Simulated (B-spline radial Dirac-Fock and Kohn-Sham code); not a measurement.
# X-ray form factors of chromium in several charge states

Level of theory: Dirac-Fock orbitals of the configuration average with a finite nucleus; a radial B-spline solver.

Configurations: Cr [Ar] 3d5 4s1; Cr²⁺ [Ar] 3d4; Cr⁴⁺ [Ar] 3d2; Cr⁹⁺ [Ne] 3s2 3p3. The first column is f₀ of Cr, the others are differences from it.

| s (Å⁻¹) | Cr | Δ Cr²⁺ | Δ Cr⁴⁺ | Δ Cr⁹⁺ |
| --- | --- | --- | --- | --- |
| 0 | 24.000 | -2.000 | -4.000 | -9.000 |
| 0.05 | 23.327 | -1.625 | -3.526 | -8.409 |
| 0.1 | 21.784 | -0.922 | -2.556 | -7.105 |
| 0.15 | 20.013 | -0.401 | -1.674 | -5.716 |
| 0.2 | 18.249 | -0.131 | -1.030 | -4.454 |
| 0.25 | 16.551 | -0.013 | -0.583 | -3.348 |
| 0.3 | 14.958 | +0.032 | -0.285 | -2.406 |
| 0.35 | 13.508 | +0.043 | -0.097 | -1.635 |
| 0.4 | 12.224 | +0.041 | +0.011 | -1.032 |
| 0.45 | 11.116 | +0.034 | +0.065 | -0.582 |
| 0.5 | 10.179 | +0.026 | +0.083 | -0.266 |
| 0.6 | 8.755 | +0.013 | +0.067 | +0.069 |
| 0.7 | 7.791 | +0.004 | +0.036 | +0.160 |
| 0.8 | 7.118 | +0.001 | +0.014 | +0.143 |
| 0.9 | 6.607 | 0.000 | +0.006 | +0.095 |
| 1 | 6.172 | 0.000 | +0.007 | +0.052 |
| 1.1 | 5.768 | +0.001 | +0.012 | +0.022 |
| 1.2 | 5.373 | +0.002 | +0.018 | +0.005 |
| 1.4 | 4.598 | +0.003 | +0.026 | -0.006 |
| 1.6 | 3.874 | +0.003 | +0.027 | -0.006 |

Values without a named source are computed, but for edge energies of neutral atoms, which are taken from tables.
